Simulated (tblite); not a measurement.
C5H8BrFSi.
Numbering: `[CH2:1]=[CH:2][Si@:3]([F:4])([Br:5])[C:6](=[CH2:7])[CH3:8]` (hydrogens: H9, H10 on C1; H11 on C2; H12, H13 on C7; H14, H15, H16 on C8)

Computed with GFN2-xTB (tblite), gas phase: L-BFGS steps from a force-field or distance-geometry start until the largest atomic force falls under 0.01 eV/Å.

Step 60: E = -689.9629 eV
```
atom  x, y, z in Å  |  force x, y, z in eV/Å
C1      2.2351    0.4033   -1.6531    0.007   0.011   0.012
C2      1.8094   -0.5231   -0.8085   -0.020   0.037  -0.001
Si3     0.0058   -0.9617   -0.5618   -0.084   0.001  -0.070
F4     -0.0826   -2.5492   -0.2928   -0.001  -0.026  -0.008
Br5    -1.0779   -0.6597   -2.4844    0.055  -0.010   0.048
C6     -0.9745   -0.0847    0.7822    0.006  -0.011   0.003
C7     -1.8079   -0.7701    1.5557   -0.023   0.002   0.003
C8     -0.8208    1.4018    0.9417    0.005  -0.004   0.002
H9      3.2801    0.6353   -1.7691    0.058   0.006  -0.015
H10     1.5585    0.9653   -2.2763   -0.019   0.014  -0.021
H11     2.5356   -1.0665   -0.2185   -0.019  -0.007   0.039
H12    -1.9191   -1.8376    1.4815    0.003  -0.025  -0.024
H13    -2.4160   -0.2807    2.2989   -0.016   0.011   0.053
H14    -1.7773    1.8663    1.1752    0.020  -0.020   0.007
H15    -0.4151    1.8705    0.0475   -0.008  -0.029   0.006
H16    -0.1408    1.5999    1.7706    0.036   0.051  -0.037
```

Step 61: E = -689.9642 eV
```
atom  x, y, z in Å  |  force x, y, z in eV/Å
C1      2.2463    0.3915   -1.6619    0.008   0.026  -0.032
C2      1.8121   -0.5187   -0.8058   -0.047  -0.016   0.044
Si3     0.0073   -0.9527   -0.5597   -0.096   0.021  -0.072
F4     -0.0828   -2.5413   -0.2958    0.000  -0.013  -0.007
Br5    -1.0689   -0.6437   -2.4847    0.046  -0.010   0.037
C6     -0.9809   -0.0791    0.7823    0.034  -0.023  -0.014
C7     -1.8087   -0.7728    1.5540    0.004  -0.001   0.003
C8     -0.8345    1.4071    0.9480    0.022  -0.037   0.011
H9      3.2923    0.6143   -1.7792    0.087   0.014  -0.011
H10     1.5763    0.9449   -2.2991   -0.035   0.032  -0.022
H11     2.5315   -1.0589   -0.2055    0.000  -0.002   0.050
H12    -1.9064   -1.8410    1.4771   -0.020  -0.036  -0.017
H13    -2.4175   -0.2903    2.3003   -0.039   0.011   0.062
H14    -1.7868    1.8624    1.2100   -0.004  -0.006   0.017
H15    -0.4537    1.8863    0.0499   -0.002  -0.021  -0.042
H16    -0.1330    1.6010    1.7589    0.042   0.063  -0.009
```

Step 62: E = -689.9633 eV
```
atom  x, y, z in Å  |  force x, y, z in eV/Å
C1      2.2786    0.3583   -1.6916   -0.056  -0.109   0.068
C2      1.8248   -0.5126   -0.8002    0.015   0.085  -0.066
Si3     0.0143   -0.9276   -0.5535   -0.082   0.045  -0.052
F4     -0.0848   -2.5191   -0.3005    0.003   0.026  -0.013
Br5    -1.0485   -0.5959   -2.4794    0.024  -0.010   0.001
C6     -0.9913   -0.0666    0.7863    0.020  -0.019  -0.005
C7     -1.8100   -0.7810    1.5500    0.043   0.001   0.007
C8     -0.8709    1.4206    0.9671    0.013   0.062  -0.005
H9      3.3293    0.5592   -1.8141    0.059   0.003   0.013
H10     1.6215    0.8936   -2.3586   -0.026   0.015   0.019
H11     2.5311   -1.0436   -0.1746   -0.002   0.042   0.027
H12    -1.8782   -1.8522    1.4686   -0.049   0.004  -0.004
H13    -2.4302   -0.3133    2.2976   -0.033  -0.019   0.036
H14    -1.8209    1.8496    1.2996    0.202  -0.082  -0.046
H15    -0.5538    1.9299    0.0538   -0.071  -0.126   0.112
H16    -0.1187    1.6098    1.7382   -0.059   0.083  -0.092
```

Step 63: E = -689.9663 eV
```
atom  x, y, z in Å  |  force x, y, z in eV/Å
C1      2.2598    0.3782   -1.6722    0.015   0.001  -0.045
C2      1.8122   -0.5119   -0.8017   -0.048  -0.040   0.060
Si3     0.0043   -0.9425   -0.5620   -0.039   0.029  -0.011
F4     -0.0849   -2.5331   -0.3017   -0.002   0.024  -0.010
Br5    -1.0550   -0.6283   -2.4878   -0.003  -0.001  -0.037
C6     -0.9892   -0.0728    0.7801    0.045  -0.030  -0.007
C7     -1.8091   -0.7760    1.5518    0.028  -0.001   0.025
C8     -0.8501    1.4127    0.9557    0.041  -0.058  -0.003
H9      3.3093    0.5906   -1.7868    0.053   0.011   0.002
H10     1.5987    0.9190   -2.3295   -0.029   0.037  -0.007
H11     2.5219   -1.0470   -0.1843    0.003   0.023   0.042
H12    -1.8913   -1.8455    1.4715   -0.049  -0.027  -0.008
H13    -2.4157   -0.3018    2.3061   -0.038  -0.009   0.035
H14    -1.7951    1.8569    1.2571   -0.021   0.000   0.030
H15    -0.5044    1.9068    0.0527   -0.005  -0.021  -0.095
H16    -0.1190    1.6038    1.7397    0.049   0.062   0.029
```

Problem. Estimate the geometry and energy of step 64. (The exact step hangs on the optimiser's Hessian estimate; all steps are aligned on step 63, rigid shifts and turns removed.)

Solution. E = -689.9671 eV, largest force 0.094 eV/Å
```
atom  x, y, z in Å  |  force x, y, z in eV/Å
C1      2.2622    0.3751   -1.6734    0.007   0.012  -0.056
C2      1.8109   -0.5109   -0.8006   -0.043  -0.044   0.068
Si3     0.0018   -0.9404   -0.5653   -0.018   0.022   0.001
F4     -0.0877   -2.5311   -0.3043   -0.003   0.028  -0.009
Br5    -1.0524   -0.6293   -2.4924   -0.014   0.004  -0.054
C6     -0.9909   -0.0712    0.7775    0.037  -0.030   0.009
C7     -1.8072   -0.7766    1.5513    0.027  -0.004   0.027
C8     -0.8525    1.4140    0.9570    0.036  -0.043  -0.003
H9      3.3124    0.5882   -1.7831    0.041   0.008   0.000
H10     1.6035    0.9120   -2.3375   -0.011   0.025   0.010
H11     2.5181   -1.0427   -0.1765   -0.007   0.033   0.032
H12    -1.8882   -1.8465    1.4702   -0.049  -0.016  -0.009
H13    -2.4117   -0.3043    2.3088   -0.034  -0.012   0.029
H14    -1.7952    1.8559    1.2706   -0.009  -0.010   0.024
H15    -0.5173    1.9130    0.0525   -0.008  -0.030  -0.089
H16    -0.1134    1.6038    1.7342    0.045   0.057   0.021
```

The energy changes by -0.0008 eV. The first-order estimate −F·Δx gives -0.0009 eV and the mean of the old and new forces, exact on a quadratic surface, -0.0008 eV. The step makes an angle of 82° with the force vector and moves no atom by more than 0.014 Å.

What follows is the cost of the whole relaxation. Hardware: one thread of an Arm Neoverse N1, no GPU, shared host with 64 logical CPUs at a one-minute load of 60. Cost: 2.2 s.
